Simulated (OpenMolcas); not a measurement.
P+: effect of the basis set

```yaml
Program: OpenMolcas
Method: "SS-CASPT2, IPEA 0.25 Eh, imaginary shift 0.1 Eh (closed shells correlated: 2s 2p 3s)"
Active_space: 2 electrons in 3 orbitals (3p)
State_averaging: 2S+1 = 3 even, 3 roots; 2S+1 = 1 even, 6 roots
Spin-orbit_coupling: RASSI with atomic mean-field integrals over the reference wave functions, term energies averaged over their components
```

A. ANO-R1 [4s3p1d], X2C, finite nucleus; CASPT2 step roughly 0.9 core-seconds
B. ANO-L-VTZP [5s4p2d1f], non-relativistic, point nucleus; CASPT2 step roughly 1.1 core-seconds
C. ANO-RCC-VTZP [5s4p2d1f], DKH2, point nucleus; CASPT2 step roughly 0.6 core-seconds
D. ANO-R2 [5s4p3d1f], X2C, finite nucleus; CASPT2 step roughly 1.7 core-seconds
E. ANO-RCC-VQZP [6s5p3d2f1g], DKH2, point nucleus; CASPT2 step of the order of 0.9 core-seconds
F. ANO-R3 [6s5p4d2f1g], X2C, finite nucleus; CASPT2 step about 1.9 core-seconds

Energies in cm⁻¹ above 3s² 3p² ³P₀, the measured ground level; measured values from NIST Handbook of Basic Atomic Spectroscopic Data.

```csv
Level,A,B,C,D,E,F,Measured
3s² 3p² ³P₀,0.0,0.0,0.0,0.0,0.0,0.0,0.0
3s² 3p² ³P₁,154,147,146,148,146,148,165
3s² 3p² ³P₂,444,422,421,425,419,425,469
3s² 3p² ¹D₂,10110,9000,8920,8990,8540,8700,8882
3s² 3p² ¹S₀,23460,22090,21950,22000,21230,21380,21576
```

Deviations, from unrounded energies. A percentage is the sum of absolute deviations over the sum of measured energies, with the sign that they share, or ± where signs differ.

```
                        Against measurement  Levels      A      B      C     D      E     F
             mean absolute deviation (cm-1)       4    790    180    120   150    190   110
      fine structure of the ground term (%)       2   -5.7  -10.4  -10.5  -9.7  -10.8  -9.6
other terms of the ground configuration (%)       2  +10.2   +2.1   +1.4  +1.8   -2.3  -1.3
```

C, F lie about equally close to measurement and A furthest from it. The largest miss of F in the table is 3s² 3p² ¹S₀, by -200 cm-1. The ranking rests on the paired levels alone, and a cruder setting can come out closer through cancelling errors.

The two smallest mean deviations differ by little beside CASPT2's spread within terms, so their order carries little weight.

Among A to F the level of the table that moves most is 3s² 3p² ¹S₀, by 2200 cm-1 (lowest in E, highest in A). Moves below CASPT2's spread within the term are not significant.

CASPT2 does not keep the components of a term degenerate, so their means are used; among the terms shown or strongly mixed into the levels shown the widest spread is 230 cm-1 (3s² 3p² ¹D, B). With the s shell closed, the reference lacks s² → p² mixing. Measured partners are found by configuration, term and J. A level has none where our copy of the source lacks it or the pairing is in doubt (some pairs that miss far off the trend of their configuration count as doubtful), and it then counts in no deviation. Only configurations of the active space appear.
